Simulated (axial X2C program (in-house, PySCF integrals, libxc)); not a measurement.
**Nuclear properties of BrSiBr⁺**

Computed with an in-house all-electron X2C program for linear molecules (integrals from PySCF): two-component X2C with atomic mean-field Coulomb and Gaunt terms, Gaussian nuclei, basis Br dyall-av3z, Si dyall-v3z with contracted cores.

Br–Si–Br held linear, with bonds 2.192 and 2.192 Å (near the PBE0 minimum at charge 1 of the determinant lowest at the starting distance; the state shown can have its own minimum elsewhere, held linear; other orders of the atoms were not compared).

Input and command:
```json
{"zs": [35, 14, 35], "q": 1, "bas": ["dyall-av3z", "dyall-v3z", "dyall-av3z"], "r0": [2.3, 2.3], "symm": 1, "scan": ["PBE0", "HF", "LDA"], "levels": ["PBE0", "HF", "LDA"], "nst": 2}
```
```bash
python solin.py task.json out
```

Keys: zs atomic numbers; q charge; bas basis sets; r0 starting distance in Å; symm equal bonds; scan levels of the two-bond scan; levels methods; nst determinants followed.

Determinant lowest in the PBE0 search, Ω = 1/2 (⟨Sz⟩ = 0.50, ⟨Lz⟩ = 0.00 at PBE0), spin on the atoms Br 0.14, Si 0.21, Br 0.14:

| level | A∥/gI Br (MHz) | qzz Br (a.u.) | A∥/gI Si (MHz) | qzz Si (a.u.) |
| --- | --- | --- | --- | --- |
| PBE0 | 635 | 3.60 | 1430 | -1.27 |
| HF | 715 | 3.96 | 1570 | -1.56 |
| LDA | 632 | 3.43 | 1430 | -1.14 |

Determinant 1.50 eV from it at PBE0 and this distance, Ω = 3/2 (⟨Sz⟩ = 0.50, ⟨Lz⟩ = 1.00 at PBE0), spin on the atoms Br -0.01, Si 0.52, Br -0.01:

```csv
level,A∥/gI Br (MHz),qzz Br (a.u.),A∥/gI Si (MHz),qzz Si (a.u.)
PBE0,119,9.09,237,-0.36
HF,115,9.68,392,-0.70
LDA,119,8.88,188,-0.17
```

A∥ (defined per Ω) follows by multiplying with gI = μI/(I μN); qzz is the electric field gradient, eQq0 = 234.96 MHz × Q/barn × qzz. The operators were transformed with the bare-nucleus X2C matrices; with these basis sets, hyperfine constants and field gradients can be off by tens of per cent, and where levels differ in sign neither size nor sign is settled.

(1) With gI(79Br) = 1.4043, Q(79Br) = 0.3087 barn, gI(29Si) = -1.1106 (g factors from the IAEA table of nuclear moments by Stone; Q from Pyykkö, Mol. Phys. 2018), turn the PBE0 values of the first state into constants in MHz.

The molecule was held linear; bending was not examined, so a bent shape may lie lower.

Each state is one determinant with collinear spin. Unrestricted Hartree–Fock can overshoot spin polarisation at the nuclei. The search compared states at one distance, so a state with another bond length can lie lower. PBE0 term energies can be off by some tenths of an eV.

Results:

(1) A∥(79Br) = 635 × 1.4043 = 892 MHz; eQq0(79Br) = 234.96 × (0.3087) × (3.60) = 261 MHz; A∥(29Si) = 1430 × -1.1106 = -1590 MHz.
